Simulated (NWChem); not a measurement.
Molecule: C₃H₄ClF; SMILES C1C(F)(Cl)C1

```xyz
9

F      1.5144    -0.4633     0.0000
C      0.1733    -0.2439     0.0000
Cl    -0.1814     1.5014     0.0000
C     -0.6847    -1.1845    -0.7675
C     -0.6847    -1.1845     0.7675
H     -1.5559    -0.7924    -1.2819
H     -0.1724    -1.9981    -1.2733
H     -1.5559    -0.7924     1.2819
H     -0.1724    -1.9981     1.2733
```
Atoms are numbered in this order, from 1.

All runs: NWChem. Pople sets run with spherical d functions. Coordinates come from a B3LYP/6-31G* (spherical d) optimisation. Level: B3LYP/6-31G* with SMD (1 M gas to 1 M solution), gas-phase geometry.

Problem. What does the run give for solvent toluene? Quantities: solvation free energy (kcal/mol); cavity-dispersion-structure term (kcal/mol); dipole in solution (D).

Solution. 
```
Property                                     Result
-------------------------------------------  ------
solvation free energy (kcal/mol)               -4.3
cavity-dispersion-structure term (kcal/mol)    -2.3
dipole in solution (D)                         2.57
```
